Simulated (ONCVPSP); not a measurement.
What the settings do to the ONCV potential of boron (B)

Base potential:

ONCVPSP 4.0.1 input, shortened (lines: element, Z, core and valence counts, functional; n l f; lmax; l rc ep ncon nbas qcut; lloc lpopt rc5 dvloc0; l nproj debl; icmod fcfact rcfact), LDA (Perdew-Zunger), scalar-relativistic:

```
  B 5.00    1    2        3      upf
    1    0    2.00
    2    0    2.00
    2    1    1.00
    2
    0    1.20    0.00    3    7    6.00
    1    3.95    0.00    4    7    4.30
    2    4.25    0.29    4    7    2.60
    4    5    1.15    0.00
    0    2    0.70
    1    3    4.00
    2    2    1.20
    3    2.50    1.30
```

All-electron outer shells of the reference configuration (LDA (Perdew-Zunger), scalar-relativistic, ld1.x):

```csv
shell,level (eV),outermost node (bohr),outermost maximum (bohr)
1s,-178.66,–,0.21
2s,-9.39,0.46,1.52
2p,-3.72,–,1.55
```

Cutoffs, loose and tight: the cutoffs (Ha) at which the residual kinetic energy of the hardest occupied pseudo-wave falls to 1 and 0.1 mHa per electron. They do not see the model core or the augmentation charge, which bear on the density cutoff. Test errors are all-electron minus pseudo excitation energies from the reference, over the configurations 2s2 2p0; 2s1 2p0; 2s2 2p0.5; 2s0 2p3. A dash means not determined; rows that change the core or the reference have their own tests.

A true bound ghost makes a file unfit for plane-wave use even where its test errors are small: the radial tests pick states by their node count and pass the ghost by.

```csv
change,outcome,"cutoff, loose","cutoff, tight",bound ghosts,GHOST(+) flags above zero,largest test error (meV)
base,generated,12 Ha,16 Ha,none,"p, d",+563
d: rc 2.92,generated,12 Ha,16 Ha,d,p,+563
d: rc 3.32,generated,12 Ha,16 Ha,d,p,+563
d: rc 4,generated,12 Ha,16 Ha,none,"p, d",+563
d: rc 4.38,generated,12 Ha,16 Ha,none,p,+563
d: rc 4.84,generated,12 Ha,16 Ha,none,"p, d",+563
d: rc 5.38,generated,12 Ha,16 Ha,none,"p, d",+563
```

Reading the sweep of the d radius (base included, trends over the rows without a ghost): The loose cutoff stays near 12 Ha. The median size of the test errors (rows with all tests solved) stays near 181.4 meV. Bound ghosts are found at 2.92, 3.32 bohr.
